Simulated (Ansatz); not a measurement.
F4MoS (`[F][Mo]([F])([F])([F])=[S]`) at its PBE0-D4/def2-TZVP geometry, where that method's forces vanish. Total charge 0; spin multiplicity 1. Mo takes the def2 core potential.

```xyz
6

F     1.8328   -0.1081   -0.1038
Mo    0.0057   -0.0025    0.0167
F     0.0468   -1.8212    0.2505
F    -1.5075   -0.0348    1.0526
F     0.2785    1.6783    0.6982
S    -0.6564    0.2883   -1.9142
```

(1) What forces (eV/Å) does B3LYP-D4/def2-TZVPP give on these atoms in the Gaussian-basis code of Ansatz? (Estimate.)

## Answers

(1) The calculation gave: 
```
F1   0.442 -0.024 -0.039
Mo2  0.060 -0.026  0.174
F3   0.007 -0.441  0.047
F4  -0.372 -0.006  0.242
F5   0.063  0.411  0.156
S6  -0.199  0.087 -0.580
```

B3LYP here is the variant with VWN-RPA as its local correlation; programs differ in this.
